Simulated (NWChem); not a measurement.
Basis-set convergence for H₆Al₂

SMILES: [AlH3].[AlH3]
```xyz
8

Al     0.0000     0.0000    -1.3108
Al     0.0000     0.0000     1.3108
H      0.0000    -1.1479     0.0000
H     -1.4166     0.0000    -2.0040
H      1.4166     0.0000    -2.0040
H      0.0000     1.1479     0.0000
H     -1.4166     0.0000     2.0040
H      1.4166     0.0000     2.0040
```
Charge 0, spin multiplicity 1.

Everything below was run with NWChem. Structure: optimised with B3LYP/def2-SVP, a minimum by its harmonic frequencies.

Quantity: first vertical ionisation energy at the level G0W0@PBE.

GW and range-separated runs recompute their integrals, the others keep them in memory, which bears on the times. The structure started from a generated list of species.

Costs are rough ratios of processor time within this set of runs, SCF included, with def2-SVP as 1.

```
basis       functions  first vertical ionisation energy (eV)  relative cost
----------  ---------  -------------------------------------  -------------
def2-SVP           66                                  10.36              1
def2-SVPD          96                                  10.36        under 3
def2-TZVP         110                                  10.46              3
def2-TZVPD        140                                  10.46              7
def2-TZVPP        168                                  10.59              7
```

Smallest basis within 0.1 eV of def2-TZVPP, the largest set run: no smaller one. def2-TZVPP isn't the basis-set limit itself, and a small set can land close by cancellation.
